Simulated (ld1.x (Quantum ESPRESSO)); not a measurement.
## Which change was made? (W, ultrasoft)

ld1.x (Quantum ESPRESSO) 7.5 input, shortened:

```
&input
   title='W', zed=74., rel=2, dft='PBE', iswitch=3,
   config='[Xe] 4f14 5d5 6s1 6p0', rel_dist='average'
 /
 &inputp
   pseudotype=3, tm=.true., lloc=-1, rcloc=1.45,
   nlcc=.false.,
   which_augfun='PSQ', rmatch_augfun=1.00
 /
6
5S  1  0   2.00   0.00  1.35  1.50  0.0
6S  2  0   1.00   0.00  1.35  1.50  0.0
5P  2  1   6.00   0.00  1.65  2.05  0.0
6P  3  1   0.00   0.00  1.65  2.05  0.0
5D  3  2   5.00   0.00  1.50  2.05  0.0
5D  3  2   0.00   1.00  1.50  2.05  0.0
 &test
   configts(1)='5s2 5p6 5d5 6s1 6p0'
 /
```

Open shells are filled in proportion to 2j + 1 (rel_dist='average').

Cutoffs, loose and tight: the cutoffs (Ry, on a coarse ladder) from which the occupation-weighted sum of valence levels, in a spherical-Bessel basis at the reference potential, stays within 10 and 1 mRy of its value at 400 Ry. They do not see the model core or the augmentation charge, which bear on the density cutoff. Test errors are all-electron minus pseudo excitation energies from the reference, over the configurations 5s2 5p6 5d4 6s2 6p0; 5s2 5p6 5d4 6s1 6p0; 5s2 5p6 5d4 6s0 6p0; 5s2 5p6 5d4 6s0 6p1; 5s2 5p6 5d3 6s2 6p0; 5s2 5p6 5d2 6s0 6p0; 5s2 5p6 5d4.5 6s1.5 6p0; variants that change the core or the reference have their own tests.

The base gives: outcome: generated, overlap not positive; bound ghosts: not determined (overlap not positive); largest test error (meV): -10.

(1) After one change the result is: outcome: failed: find_q: problem finding q. Which change was it?
A. wave 5d channel at 1 Ry: rcut 1.50, rcutus 2.05 bohr becomes 5d channel at -0.18 Ry: rcut 1.50, rcutus 2.05 bohr
B. wave 5d channel at 1 Ry: rcut 1.50, rcutus 2.05 bohr becomes 5d channel at 6.94 Ry: rcut 1.50, rcutus 2.05 bohr
C. wave 5d channel at 1 Ry: rcut 1.50, rcutus 2.05 bohr becomes 5d channel at 0.57 Ry: rcut 1.50, rcutus 2.05 bohr
D. wave 5d channel at 1 Ry: rcut 1.50, rcutus 2.05 bohr becomes 5d channel at 0.01 Ry: rcut 1.50, rcutus 2.05 bohr

## Answers

(1) D. The others give: wave 5d channel at 1 Ry: rcut 1.50, rcutus 2.05 bohr becomes 5d channel at 0.57 Ry: rcut 1.50, rcutus 2.05 bohr → outcome: generated, overlap not positive; bound ghosts: not determined (overlap not positive); largest test error (meV): +13 | wave 5d channel at 1 Ry: rcut 1.50, rcutus 2.05 bohr becomes 5d channel at -0.18 Ry: rcut 1.50, rcutus 2.05 bohr → outcome: generated, overlap not positive; bound ghosts: not determined (overlap not positive); largest test error (meV): +18 | wave 5d channel at 1 Ry: rcut 1.50, rcutus 2.05 bohr becomes 5d channel at 6.94 Ry: rcut 1.50, rcutus 2.05 bohr → outcome: generated, overlap not positive; bound ghosts: not determined (overlap not positive); largest test error (meV): -41. A file whose overlap is not positive is unfit for use, and its test errors describe a broken file.
